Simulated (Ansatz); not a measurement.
`OC(O)=C[SiH3]` + HCl → `O/C(Cl)=C/[SiH3]` + H₂O  (substitution at a C–O bond)

Program: Ansatz. Geometries: PBE0-D4/def2-TZVP. ΔE: electronic, gas phase. CCSD(T)/CBS is the MP2 limit (def2-TZVPP, def2-QZVPP) plus CCSD(T) − MP2 in def2-TZVPP, frozen cores. This one scheme is used for every species. DFT in def2-TZVPP. B3LYP here is the variant with VWN-RPA as its local correlation; programs differ in this. Each species was taken in one conformer, which may not be the lowest.

| level | ΔE (kJ/mol) | difference from CCSD(T)/CBS |
| --- | --- | --- |
| PBE-D4 | 18.2 | 2.3 |
| PBE0-D4 | 24.2 | 8.3 |
| B3LYP-D4 | 23.1 | 7.2 |
| ωB97X-V | 28.2 | 12.3 |
| B2PLYP | 24.3 | 8.4 |
| r2SCAN | 25.7 | 9.8 |
| PBE0 | 26.5 | 10.6 |
| B3LYP | 27.6 | 11.7 |
| MP2/def2-TZVPP | 16.2 | 0.3 |
| SCS-MP2/def2-TZVPP | 19.7 | 3.8 |
| CCSD/def2-TZVPP | 27.6 | 11.7 |
| CCSD(T)/def2-TZVPP | 23.2 | 7.3 |
| HF/def2-QZVPP | 45.4 | 29.5 |
| MP2/def2-QZVPP | 11.7 | -4.2 |
| HF/CBS(def2) | 45.3 | 29.4 |
| MP2/CBS(def2) | 8.9 | -7.0 |
| CCSD(T)/CBS | 15.9 | 0 |

Largest T1 diagnostic among the species: 0.013.

The D4 term adds −4.6 kJ/mol with B3LYP and −2.3 kJ/mol with PBE0; it sums over pairs of atoms, weighted by their polarisabilities, and B3LYP, whose exchange is more repulsive, gets the larger term. From PBE to PBE0 (25 % exact exchange), in def2-TZVPP and without D4, ΔE moves by +5.7 kJ/mol. In def2-TZVPP, CCSD(T) changes the Hartree–Fock value by −23.1 kJ/mol (the triples alone add −4.3 kJ/mol) and MP2 by −30.1 kJ/mol.

CCSD(T)/CBS has its own doubt, a few kJ/mol and more with outer-core shells, so smaller differences from it don't rank the levels.
